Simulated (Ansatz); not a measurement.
`CO[SiH](O)O[SiH2]O`. Total charge 0; spin multiplicity 1. The structure was optimised at the PBE0-D4/def2-TZVP level. It is one conformer, not always the lowest.

```xyz
15

C     1.602   -1.339   -0.386
O     0.219   -1.623   -0.393
Si   -0.944   -0.639   -0.977
O    -2.369   -1.326   -0.594
O    -0.794    0.858   -0.350
Si   -0.574    1.738    1.004
O     1.021    1.920    1.352
H     2.123   -2.199    0.037
H     1.979   -1.171   -1.401
H     1.823   -0.458    0.225
H    -0.878   -0.481   -2.440
H    -2.374   -1.940    0.142
H    -1.149    1.039    2.173
H    -1.203    3.060    0.767
H     1.517    2.560    0.841
```

Problem. What is the dipole moment at B3LYP/def2-TZVPP? (Estimate.)

Solution. The calculation gave: 1.86 D, with components (1.74, 0.60, 0.22) D in this frame, pointing from negative to positive charge.

Problem. And with PBE, r2SCAN, ωB97M-V? (Estimate.)

Solution. Ansatz gave: PBE 1.79 D, r2SCAN 1.84 D, ωB97M-V 1.88 D.

Problem. Give the Mulliken charges with B3LYP, r2SCAN, PBE in def2-TZVPP. (An estimate is asked.)

Solution. The calculation gave: 
```json
{"atom": "C1", "B3LYP": "-0.12", "r2SCAN": "0.01", "PBE": "-0.14"}
{"atom": "O2", "B3LYP": "-0.38", "r2SCAN": "-0.38", "PBE": "-0.31"}
{"atom": "Si3", "B3LYP": "0.69", "r2SCAN": "0.71", "PBE": "0.56"}
{"atom": "O4", "B3LYP": "-0.40", "r2SCAN": "-0.42", "PBE": "-0.36"}
{"atom": "O5", "B3LYP": "-0.36", "r2SCAN": "-0.39", "PBE": "-0.28"}
{"atom": "Si6", "B3LYP": "0.57", "r2SCAN": "0.59", "PBE": "0.47"}
{"atom": "O7", "B3LYP": "-0.40", "r2SCAN": "-0.42", "PBE": "-0.35"}
{"atom": "H8", "B3LYP": "0.11", "r2SCAN": "0.06", "PBE": "0.11"}
{"atom": "H9", "B3LYP": "0.09", "r2SCAN": "0.06", "PBE": "0.09"}
{"atom": "H10", "B3LYP": "0.09", "r2SCAN": "0.06", "PBE": "0.09"}
{"atom": "H11", "B3LYP": "-0.10", "r2SCAN": "-0.10", "PBE": "-0.10"}
{"atom": "H12", "B3LYP": "0.19", "r2SCAN": "0.21", "PBE": "0.20"}
{"atom": "H13", "B3LYP": "-0.09", "r2SCAN": "-0.09", "PBE": "-0.08"}
{"atom": "H14", "B3LYP": "-0.09", "r2SCAN": "-0.09", "PBE": "-0.08"}
{"atom": "H15", "B3LYP": "0.19", "r2SCAN": "0.20", "PBE": "0.19"}
```

B3LYP here is the variant with VWN-RPA as its local correlation; programs differ in this.
